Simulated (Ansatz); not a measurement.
Input file for CH$_{7}$BSeSi, SMILES `C[Se]B[SiH3]`:

```yaml
crystal:
  periodic: [false, false, false]
  atoms:
    - {symbol: C, position_ang: [-1.350019, 1.934003, 0.853767]}
    - {symbol: Se, position_ang: [0.359844, 1.240618, 0.215465]}
    - {symbol: B, position_ang: [0.001812, -0.572587, -0.138303]}
    - {symbol: Si, position_ang: [1.491291, -1.722146, -0.830320]}
    - {symbol: H, position_ang: [-1.677974, 2.726021, 0.182748]}
    - {symbol: H, position_ang: [-1.210909, 2.335193, 1.856175]}
    - {symbol: H, position_ang: [-2.073518, 1.122373, 0.866080]}
    - {symbol: H, position_ang: [-1.101938, -0.985691, 0.060729]}
    - {symbol: H, position_ang: [1.120479, -2.302533, -2.152743]}
    - {symbol: H, position_ang: [2.767865, -0.973188, -0.995236]}
    - {symbol: H, position_ang: [1.738367, -2.859063, 0.102239]}
basis:
  gaussian: {orbitals: def2-SVP}
correlation: {method: ccsd_t}
```

```sh
$ ansatz run in.yaml --threads 4 --pin off --events-out ev --progress --plain --max-ram 10444MiB
```

Output of Ansatz, abridged:

```
Functional definition: HF
1126 factors; integrals over basis functions are off by at most 1.3e-3 eV
mean field evaluation 1: about -74964.6989 eV, gradient 1.9e1 eV
mean field evaluation 2: about -74964.7317 eV, gradient 2.0e1 eV
mean field evaluation 4: about -74966.4134 eV, gradient 2.8e0 eV
mean field evaluation 8: about -74966.4408 eV, gradient 1.4e-1 eV
mean field evaluation 16: about -74966.4032 eV, gradient 4.1e-1 eV
mean field -74966.44104569 eV, -2754.9658943502 hartree, gradient 4.5e-6 eV, S^2 0.000000; 0 other end points of the search recorded, 0 dependent functions left out
16 core orbitals not correlated: weight in the atoms' cores, before any rotation towards them, 1.000 or more for the frozen orbitals, at most 0.000 for the correlated occupied ones
reference -74966.44104569 eV, -2754.9658943502 hartree; 17, 17 occupied and 80, 80 virtual orbitals, 1126 factors
second order -15.54837601 eV of doubles, -0.00000000 eV of singles
cycle   1  -16.39430684 eV  change   -8.5e-1 eV  update   1.0e-1
cycle   2  -16.93295347 eV  change   -5.4e-1 eV  update   3.2e-2
cycle   3  -17.01770991 eV  change   -8.5e-2 eV  update   1.8e-2
cycle   4  -17.00472489 eV  change    1.3e-2 eV  update   6.6e-3
cycle   5  -17.00618736 eV  change   -1.5e-3 eV  update   2.9e-3
cycle   6  -17.00514138 eV  change    1.0e-3 eV  update   9.2e-4
cycle   7  -17.00493833 eV  change    2.0e-4 eV  update   2.8e-4
cycle   8  -17.00507661 eV  change   -1.4e-4 eV  update   1.0e-4
cycle   9  -17.00508164 eV  change   -5.0e-6 eV  update   3.1e-5
perturbative correction -0.51781455 eV, -0.0190293336 hartree
Total energy: -74983.96394187 eV, -2755.6098489074 hartree
```

It took 7.5 s on 4 threads of an AMD EPYC 7R43 on a shared host, with 0.57 GiB of host memory at the peak.

The correlation energy is -17.523 eV, 3.0 % of it from (T); the T1 diagnostic reads 0.0138.
